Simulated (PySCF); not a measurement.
Species: C3H4ClOSi (doublet state).
Z-matrix (Å and degrees, GFN2-xTB geometry), rows numbered from 1:
```
O 
C   1  1.2152
C   2  1.4303  1  127.49
Cl  3  1.7284  2  116.26  1     0.05
C   3  1.3812  2  124.80  1  -179.87
Si  5  1.8031  3  128.47  2    -0.31
H   2  1.1146  1  120.98  3  -179.97
H   5  1.0847  3  115.52  2   179.76
H   6  1.4504  5  128.89  3    -0.04
H   6  1.4541  5  116.66  3   179.92
```

The hyperfine couplings belong to this conformer and change with its torsions.

The species is `O=C/C(Cl)=C\[SiH2]` [radical].

Computed, not measured: PySCF, UKS B3LYP, pcH-1 on C Cl H O Si, non-relativistic, mean-field spin-orbit, GIAO. Geometry: GFN2-xTB, one conformer, isolated molecule. The geometry wasn't refined by DFT: couplings that depend on bond lengths, twists or pyramidal angles can differ widely from those at the functional's own minimum, by a factor of two or more for some ions and for spin on atoms past the first row. The SCF solution wasn't tested for stability. ⟨S²⟩ is 0.775 where a pure state has 0.75.

**Question.** Break the g tensor into its mass correction, gauge correction and orbital-Zeeman/spin–orbit terms.

**Answer.** 
| Δg (ppt) | 1 | 2 | 3 |
| --- | --- | --- | --- |
| relativistic mass correction | -0.17 | -0.17 | -0.17 |
| gauge correction | -0.01 | 0.04 | 0.04 |
| orbital Zeeman/spin–orbit | -0.22 | 3.74 | 5.47 |
| total | -0.39 | 3.61 | 5.34 |

So g = 2.00193, 2.00593, 2.00766 and g_iso = 2.00517; the tensor is rhombic: the two nearest values differ by 30 % of g3 − g1. Axes: g1 is normal to the molecular plane and g2 points within 5° of the Si6–H9 bond.

**Question.** What effective moment and Curie constant follow for a powder?

**Answer.** With the mean of g² = 4.0207 and S(S+1) = 0.75: μ_eff = √(⟨g²⟩S(S+1)) = 1.737 μB and χT = 0.12505·⟨g²⟩·S(S+1) = 0.377 cm³ K/mol (cgs; spin-Hamiltonian part alone).

**Question.** What are the electron Larmor frequencies g μB B/h along the three axes at 3350 mT?

**Answer.** 93.8653, 94.0527, 94.1338 GHz for g1, g2 and g3, a range of 268.5 MHz.

**Question.** How much does each term add to the isotropic shift?

**Answer.** The orbital-Zeeman/spin–orbit term 3.00, the mass correction -0.17 and the gauge correction 0.02 ppt, for a total of 2.85 ppt. The orbital-Zeeman/spin–orbit term is the largest in size. The mass correction is the same along every axis, so the anisotropy comes from the other two: their spans along these axes are 0.04 (gauge) and 5.68 ppt (orbital Zeeman/spin–orbit).

**Question.** In a frozen sample, at which fields do the three g values resonate at 9.5, 34, 94 and 263 GHz (hyperfine left aside), and which band first spreads them over more than twice a line width of 0.3 mT?

**Answer.** 
```json
{"band": "X", "GHz": "9.5", "B(g3) mT": "338.08", "B(g2) mT": "338.37", "B(g1) mT": "339.05", "spread mT": "0.97"}
{"band": "Q", "GHz": "34.0", "B(g3) mT": "1209.98", "B(g2) mT": "1211.02", "B(g1) mT": "1213.44", "spread mT": "3.46"}
{"band": "W", "GHz": "94.0", "B(g3) mT": "3345.24", "B(g2) mT": "3348.12", "B(g1) mT": "3354.81", "spread mT": "9.57"}
{"band": "J", "GHz": "263.0", "B(g3) mT": "9359.55", "B(g2) mT": "9367.62", "B(g1) mT": "9386.32", "spread mT": "26.78"}
```

The spread grows in proportion to the frequency. X band is the first where it exceeds 0.6 mT.

The Mulliken spin populations are largest on Si6 (+0.76), C3 (+0.34), C5 (-0.19) and O1 (+0.14). The positive populations add up to 1.30 and the negative ones to -0.30, together 2S = 1. The angles at Si6 add up to 360.0°, so it is planar; its axial dipolar tensor and the negative couplings of its protons fit spin in a p orbital normal to that plane.

The HOMO–LUMO gaps are 3.42 eV among the α and 3.87 eV among the β orbitals.
